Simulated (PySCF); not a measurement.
Species: C4H7NO2S.
SMILES with atom numbers: `[CH3:1][C@@H:2]([C:3]#[N:4])[S:5]([CH3:6])(=[O:7])=[O:8]` (hydrogens: H9, H10, H11 on C1; H12 on C2; H13, H14, H15 on C6)

Geometry (GFN2-xTB, Å), atoms numbered from 1 in this order:
```xyz
15
C4H7NO2S angstrom
C      1.9569    0.5861   -0.2714
C      0.7251   -0.2931   -0.4093
C      0.7376   -1.4399    0.4368
N      0.7194   -2.3544    1.1245
S     -0.7137    0.7608    0.1122
C     -2.1321   -0.3694    0.1524
O     -0.4614    1.2494    1.4339
O     -0.9135    1.7200   -0.9366
H      1.8189    1.4764   -0.8813
H      2.0703    0.8914    0.7669
H      2.8557    0.0620   -0.5922
H      0.5265   -0.5701   -1.4454
H     -1.9223   -1.1452    0.8772
H     -2.2733   -0.7738   -0.8413
H     -2.9982    0.2080    0.4518
```

Computed at PBE0/pcSseg-1 (PySCF, non-relativistic), with Q(14N) = 0.02044 b, Q(33S) = −0.0678 b, Q(17O) = −0.0256 b: N4, 14N (I = 1): χzz = -4.763 MHz, η = 0.045; S5, 33S (I = 3/2): χzz = 3.496 MHz, η = 0.955; O7, 17O (I = 5/2): χzz = -7.855 MHz, η = 0.103; O8, 17O (I = 5/2): χzz = -7.968 MHz, η = 0.071.

Question: Where would the pure quadrupole (NQR) lines of 14N at N4 fall for the rigid, isolated species?

Answer: From ν± = (3/4)|χ|(1 ± η/3) and ν0 = |χ|η/2: ν+ 3.625 MHz, ν− 3.519 MHz, ν0 0.106 MHz (nitrile nitrogen).

Question: Find the zero-field quadrupole resonance frequencies of 33S at S5.

Answer: From ν = (|χ|/2)√(1 + η²/3): ν = 1.996 MHz (sulfonyl sulfur).

Question: Where would the pure quadrupole (NQR) lines of 17O at O7 fall for the rigid, isolated species?

Answer: From the eigenvalues of H = χ/[4I(2I − 1)] × [3Iz² − I(I + 1) + η(Ix² − Iy²)], steps between neighbouring levels, labelled as for η = 0: ±1/2↔±3/2 1.192 MHz, ±3/2↔±5/2 2.351 MHz (sulfonyl oxygen).

Question: Find the zero-field quadrupole resonance frequencies of 17O at O8.

Answer: From the eigenvalues of H = χ/[4I(2I − 1)] × [3Iz² − I(I + 1) + η(Ix² − Iy²)], steps between neighbouring levels, labelled as for η = 0: ±1/2↔±3/2 1.202 MHz, ±3/2↔±5/2 2.388 MHz (sulfonyl oxygen).

In a crystal, neighbours and librations shift these lines. GFN2-xTB bond lengths can be off by several hundredths of an ångström, more for odd bonds, and the gradients follow them. The basis is small and wasn't made for field gradients, so the couplings can be 20 % off.

One conformer stands for the species.
